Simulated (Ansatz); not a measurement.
Compare A (`C[N](C)[AlH][F]`) with its isomer B (`C[CH2][Al]([NH2])[F]`).

Computed with Ansatz on PBE0-D4/def2-TZVP structures; ΔE is electronic, products minus reactants. CBS: MP2 limit from def2 TZ/QZ plus the TZ coupled-cluster correction, frozen cores. Functionals use def2-TZVPP. B3LYP here is the variant with VWN-RPA as its local correlation; programs differ in this. Each species was taken in one conformer, which may not be the lowest.

Q: Which is lower in electronic energy at CCSD(T)/CBS, and by how much? (An estimate is asked.)

A: Computed: B, by 101.4 kJ/mol.

Q: Give E(B) − E(A) in kJ/mol with CCSD/def2-TZVPP, PBE0-D4, CCSD(T)/def2-SVP, CCSD(T)/def2-TZVPP, BLYP-D4, B3LYP-D4, ωB97M-V. (Estimate.)

A: The calculation gave: CCSD/def2-TZVPP -97.1, PBE0-D4 -97.7, CCSD(T)/def2-SVP -75.7, CCSD(T)/def2-TZVPP -96.4, BLYP-D4 -91.4, B3LYP-D4 -94.3, ωB97M-V -100.1. None reverses the order clearly.

Q: Does the order hold for the free energy at 298.15 K (harmonic terms from PBE0-D4)? (An estimate is asked.)

A: The calculation gave: Yes: G(B) − G(A) = -101.7 kJ/mol, for one conformer each. Modes under 60 cm⁻¹, often nearly free rotors, make the harmonic entropy too high.

Largest T1 diagnostic: 0.012.

In def2-TZVPP, CCSD(T) changes the Hartree–Fock value by −4.4 kJ/mol (the triples alone add +0.7 kJ/mol) and MP2 by −8.4 kJ/mol. Leaving LDA and LC-ωPBE aside and taking each functional with its dispersion term where it has one, the values, not all of them listed here, spread over 11.3 kJ/mol, from r2SCAN0-D4 to B97M-V. LDA lies +8.6 kJ/mol from PBE without D4.
